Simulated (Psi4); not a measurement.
H$_{3}$S, charge +1, singlet, at a GFN2-xTB geometry. Base run: Psi4 1.11 with M06-2X/STO-3G.

Psi4 was given this input:
```
memory 2 GB

molecule mol {
1 1
S     0.105582   -0.001908    0.046136
H    -0.318222    0.997054   -0.765660
H    -0.350826   -0.980451   -0.772822
H    -1.020267    0.013923    0.800299
}

set {
  basis sto-3g
  reference rks
}

energy('m06-2x')
print_variables()
```

Each row names what was changed in the base input (with any setting that the change needs).

| change | ΔE vs base (µEh) | SCF cycles | grid points | basis functions |
|---|---|---|---|---|
| base | 0.0 | 6 | 86214 | 12 |
| cholesky_tolerance = 1e-3 (with scf_type cd) | 329 | 6 | 86214 | 12 |
| guess = gwh | 0.0 | 7 | 86214 | 12 |
| scf_type = pk | 477 | 6 | 86214 | 12 |
| level_shift = 1.0 | 0.0 | 6 | 86214 | 12 |
| e_convergence = 1e-4 | 0.0 | 6 | 86214 | 12 |
| dft_radial_points = 99 | 382 | 6 | 113200 | 12 |
| scf_type = cd | 329 | 6 | 86214 | 12 |
| dft_radial_scheme = mura | 397 | 6 | 87422 | 12 |
| scf_initial_accelerator = none | 0.0 | 6 | 86214 | 12 |
| dft_pruning_scheme = robust | -3.4 | 6 | 59264 | 12 |
| scf_type = dfdirj+cosx | -509 | 7 | 86214 | 12 |
| dft_spherical_points = 194 | -0.4 | 6 | 55492 | 12 |
